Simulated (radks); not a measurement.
Results of a calculation; reference values are marked as such.
The gallium anion Ga- inside a hard spherical wall (all orbitals vanish at R), configuration held at [Ar] 3d10 4s2 4p2 and not refilled when levels cross. Level of theory: scalar-relativistic Kohn-Sham, PBEsol, spin-unpolarised, spherical densities, point nucleus (a radial shooting solver on a logarithmic mesh with Libxc functionals). Eigenvalues in eV, with the zero of energy where the potential of the charges vanishes at infinity; a dash marks a level that is unbound or too diffuse for the functional's potential to be trusted. A positive occupied level is held by the wall or, in an anion where self-interaction has pushed it up, behind a barrier. The pressure on the wall is -dE/dV.

R (bohr),E (hartree),kinetic (hartree),e(3p),e(3d),e(4s),e(4p),"e(5s, empty)","e(5p, empty)",pressure (GPa)
20,-1942.46967,1975.293,-94.054,-14.532,-4.485,1.341,1.636,2.072,0.00226
12,-1942.46070,1975.309,-93.037,-13.514,-3.549,2.117,3.214,4.704,0.0493
8,-1942.42690,1975.396,-91.312,-11.794,-2.132,3.575,7.011,10.316,0.749
6,-1942.33676,1975.674,-88.899,-9.404,-0.265,5.931,14.017,19.335,5.84
4,-1941.76949,1977.408,-81.651,-2.331,6.456,14.829,41.284,50.858,104
3.5,-1941.26811,1978.889,-77.624,1.562,11.104,20.796,59.401,70.833,264
3,-1940.24471,1981.881,-71.280,7.710,19.559,31.300,90.527,104.33,767
2.5,-1937.89446,1988.701,-60.340,18.524,36.954,52.037,149.11,165.73,2700
